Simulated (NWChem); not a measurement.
All runs are NWChem calculations. System: THF (C₄H₈O), charge 0, spin multiplicity 1, at a geometry optimised with PBE/def2-SVP. Level: MP2/def2-SVP, 5 core orbitals frozen.

The NWChem input:

```
start mol
memory heap 200 mb stack 900 mb global 1100 mb
geometry units angstroms nocenter noautoz
  C      0.681858    -0.352962     0.995402
  C     -0.681858     0.352962     0.995402
  C     -1.168311     0.071911    -0.432429
  O      0.000000     0.000000    -1.250565
  C      1.168311    -0.071911    -0.432429
  H      1.377116     0.026270     1.770345
  H      0.553720    -1.443763     1.159036
  H     -1.377116    -0.026270     1.770345
  H     -0.553720     1.443763     1.159036
  H     -1.842548     0.863898    -0.826163
  H     -1.729320    -0.894065    -0.478796
  H      1.729320     0.894065    -0.478796
  H      1.842548    -0.863898    -0.826163
  symmetry group C2
end
basis spherical
  * library def2-svp
end
scf
  rhf
  nopen 0
  maxiter 100
  thresh 1e-7
  semidirect memsize 60000000 filesize 0
end
mp2
  freeze core 5
end
task mp2 energy
```

Part of the output:

```
             Northwest Computational Chemistry Package (NWChem) 7.3.0
             --------------------------------------------------------

                                NWChem Input Module
                                -------------------

 Scaling coordinates for geometry "geometry" by  1.889725989
 (inverse scale =  0.529177249)

 Turning off AUTOSYM since
 SYMMETRY directive was detected!

                             Geometry "geometry" -> ""
                             -------------------------

 Output coordinates in angstroms (scale by  1.889725989 to convert to a.u.)

  No.       Tag          Charge          X              Y              Z
 ---- ---------------- ---------- -------------- -------------- --------------
    1 C                    6.0000     0.68185800    -0.35296200     0.99540200
    2 C                    6.0000    -0.68185800     0.35296200     0.99540200
    3 C                    6.0000    -1.16831100     0.07191100    -0.43242900
    4 O                    8.0000     0.00000000     0.00000000    -1.25056500
    5 C                    6.0000     1.16831100    -0.07191100    -0.43242900
    6 H                    1.0000     1.37711600     0.02627000     1.77034500
    7 H                    1.0000     0.55372000    -1.44376300     1.15903600
    8 H                    1.0000    -1.37711600    -0.02627000     1.77034500
    9 H                    1.0000    -0.55372000     1.44376300     1.15903600
   10 H                    1.0000    -1.84254800     0.86389800    -0.82616300
   11 H                    1.0000    -1.72932000    -0.89406500    -0.47879600
   12 H                    1.0000     1.72932000     0.89406500    -0.47879600
   13 H                    1.0000     1.84254800    -0.86389800    -0.82616300

 Effective nuclear repulsion energy (a.u.)     189.7908569385

            Nuclear Dipole moment (a.u.)
            ----------------------------
        X                 Y               Z
 ---------------- ---------------- ----------------
     0.0000000000     0.0000000000    -0.0000000000

      Symmetry information
      --------------------

 Group name             C2
 Group number              4
 Group order               2
 No. of unique centers     7

      Symmetry unique atoms

     1    3    4    6    7   10   11


 Summary of "ao basis" -> "" (spherical)
 ------------------------------------------------------------------------------
       Tag                 Description            Shells   Functions and Types
 ---------------- ------------------------------  ------  ---------------------
 *                          def2-svp                  on all atoms

 Summary of "ao basis" -> "ao basis" (spherical)
 ------------------------------------------------------------------------------
       Tag                 Description            Shells   Functions and Types
 ---------------- ------------------------------  ------  ---------------------
 C                          def2-svp                 6       14   3s2p1d
 O                          def2-svp                 6       14   3s2p1d
 H                          def2-svp                 3        5   2s1p

                                 NWChem SCF Module
                                 -----------------

  ao basis        = "ao basis"
  functions       =   110
  atoms           =    13
  closed shells   =    20
  open shells     =     0
  charge          =   0.00
  wavefunction    = RHF
  use symmetry    = T
  symmetry adapt  = T

 Summary of "ao basis" -> "ao basis" (spherical)
[...]
   Bfn.  Coefficient  Atom+Function         Bfn.  Coefficient  Atom+Function
  ----- ------------  ---------------      ----- ------------  ---------------
    77      1.050820   7 H  s                87     -1.050820   9 H  s
    97      0.791407  11 H  s               102     -0.791407  12 H  s
    72     -0.626634   6 H  s                82      0.626634   8 H  s
    31     -0.614331   3 C  s                59      0.614331   5 C  s
     3     -0.610484   1 C  s                17      0.610484   2 C  s

 Vector   23  Occ=0.000000D+00  E= 2.178335D-01  Symmetry=b
              MO Center=  2.7D-16, -3.6D-16,  1.8D-01, r^2= 9.1D+00
   Bfn.  Coefficient  Atom+Function         Bfn.  Coefficient  Atom+Function
  ----- ------------  ---------------      ----- ------------  ---------------
     3      1.473937   1 C  s                17     -1.473937   2 C  s
    31     -1.432105   3 C  s                59      1.432105   5 C  s
    92      1.072250  10 H  s               107     -1.072250  13 H  s
    72     -0.775966   6 H  s                82      0.775966   8 H  s
    97      0.739906  11 H  s               102     -0.739906  12 H  s

 center of mass
 --------------
 x =   0.00000000 y =   0.00000000 z =  -0.08436810

 moments of inertia (a.u.)
 ------------------
         265.809039567891          33.649816954678           0.000000000000
          33.649816954678         447.205512960140           0.000000000000
           0.000000000000           0.000000000000         255.906947284148

  Mulliken analysis of the total density
  --------------------------------------

    Atom       Charge   Shell Charges
 -----------   ------   -------------------------------------------------------
    1 C    6     6.15   1.99  0.87  0.29  2.04  0.92  0.04
    2 C    6     6.15   1.99  0.87  0.29  2.04  0.92  0.04
    3 C    6     5.70   1.99  0.88  0.15  1.95  0.66  0.07
    4 O    8     8.62   1.99  1.05  0.78  2.84  1.94  0.02
    5 C    6     5.70   1.99  0.88  0.15  1.95  0.66  0.07
    6 H    1     0.95   0.75  0.17  0.02
    7 H    1     0.95   0.75  0.17  0.02
    8 H    1     0.95   0.75  0.17  0.02
    9 H    1     0.95   0.75  0.17  0.02
   10 H    1     0.97   0.76  0.18  0.02
   11 H    1     0.98   0.76  0.19  0.02
   12 H    1     0.98   0.76  0.19  0.02
   13 H    1     0.97   0.76  0.18  0.02

       Multipole analysis of the density wrt the origin
       ------------------------------------------------

     L   x y z        total         open         nuclear
     -   - - -        -----         ----         -------
     0   0 0 0     -0.000000      0.000000     40.000000

     1   1 0 0     -0.000000      0.000000      0.000000
     1   0 1 0      0.000000      0.000000      0.000000
     1   0 0 1      0.801912      0.000000     -0.000000

     2   2 0 0    -21.745282      0.000000    139.756249
     2   1 1 0     -0.114632      0.000000    -19.690984
     2   1 0 1     -0.000000      0.000000      0.000000
     2   0 2 0    -23.229007      0.000000     31.492030
     2   0 1 1     -0.000000      0.000000      0.000000
     2   0 0 2    -26.602314      0.000000    133.642425

                   NWChem MP2 Semi-direct Energy/Gradient Module
                   ---------------------------------------------

  Basis functions       =    110
  Molecular orbitals    =    110
  Frozen core           =      5
  Frozen virtuals       =      0
  Active alpha occupied =     15
  Active beta occupied  =     15
  Active alpha virtual  =     90
  Active beta virtual   =     90
  Use MO symmetry       = T
  Use skeleton AO sym   = T

  AO/Fock/Back tols     =   1.0D-09  1.0D-09  1.0D-09

 GA uses MA = F    GA memory limited = T

 Available:
  local mem=  1.26D+08
 global mem=  1.44D+08
 local disk=  0.00D+00
  mp2_memr nvloc                    90
  nvloc new                    90
   1 passes of  15:        3145728                      59109                  27909604.
   1 passes of  15: M    126140402           G      144155000           F     122994674.

 Semi-direct pass number   1 of   1  for RHF alpha+beta  at        2.8s
  vrange nnbf                  6076
  mp2_eaftype                   106  avail_ma_in_mb                  1099
 EAF : mp2_eaftype filesize         106   13954802.
  mp2_eaf for mointskh                    106
Node 0 wrote     65.6 Mb in      0.0 s     Agg I/O rate:  1687.7 Mb/s
 Done moints_semi at        6.1s
  mp2_eaftype                   106  avail_ma_in_mb                   993
 EAF : mp2_eaftype filesize         106   13954802.
  mp2_eaf for kh                   106
 Done maket at        6.4s
 Done multipass loop at        6.4s

          -------------------------------------------
          SCF energy                -230.802286082328
          Correlation energy          -0.743263170053
          Singlet pairs               -0.477393388086
          Triplet pairs               -0.265869781967
          Total MP2 energy          -231.545549252381
          -------------------------------------------

          ---------------------------------------------------
                    Spin Component Scaled (SCS) MP2
          Same spin pairs                     -0.177246521312
          Same spin scaling factor             0.333333333333
          Opposite spin pairs                 -0.566016648741
          Opposite spin scaling fact.          1.200000000000
          SCS-MP2 correlation energy          -0.738302152260
          Total SCS-MP2 energy              -231.540588234588
          ---------------------------------------------------

 -----------------------
 Performance information
 -----------------------

 Timer overhead =  1.65D-07 seconds/call

               Nr. of calls         CPU time (s)                 Wall time (s)                GFlops
             ---------------    -------------------     ------------------------------   -------------------
Name         Min   Avg   Max    Min     Avg     Max     Min     Avg     Max   Mx/calls   Min     Max     Sum
mp2: moin     1     1     1    3.3     3.3     3.3      3.3     3.3     3.3     3.3      0.0     0.0     0.0
mp2: make     1     1     1   0.23    0.23    0.23     0.23    0.23    0.23    0.23      0.0     0.0     0.0
mp2: tota     1     1     1    3.5     3.5     3.5      3.5     3.5     3.5     3.5      0.0     0.0     0.0

 The average no. of pstat calls per process was 3.00D+00
 with a timing overhead of 4.95D-07s

 Task  times  cpu:        6.3s     wall:        6.3s

 Total times  cpu:        6.4s     wall:        6.4s
```
